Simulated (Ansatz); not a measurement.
Spectroscopic constants of SrF, multiplicity 2 (the spin of the measured ground state). No spin–orbit coupling.

D_e counts from the fitted minimum to each atom's lowest state at the same level, without counterpoise.

Correlated levels freeze the inner cores; with def2 sets outer-core shells near the valence are correlated too.

Codes used: Ansatz (Gaussian orbitals). Values without a source in brackets are computed. In def2 rows elements past Kr take small-core potentials, without spin–orbit coupling.

PBE/def2-TZVPP gives 132.55 kcal/mol for the bond energy D_e.

Problem. Where do these levels fall relative to PBE: r2SCAN/def2-TZVPP, B3LYP/def2-TZVPP, wB97M-V/def2-TZVPP, B2PLYP/def2-TZVPP, CCSD(T)/def2-QZVPP.

Solution. r2SCAN/def2-TZVPP 0.85; B3LYP/def2-TZVPP -7.66; wB97M-V/def2-TZVPP -10.29; B2PLYP/def2-TZVPP -9.47; CCSD(T)/def2-QZVPP -8.58 kcal/mol. 1 of 5 lie above PBE; the widest gap is to wB97M-V/def2-TZVPP.

Ansatz is an electronic-structure program.
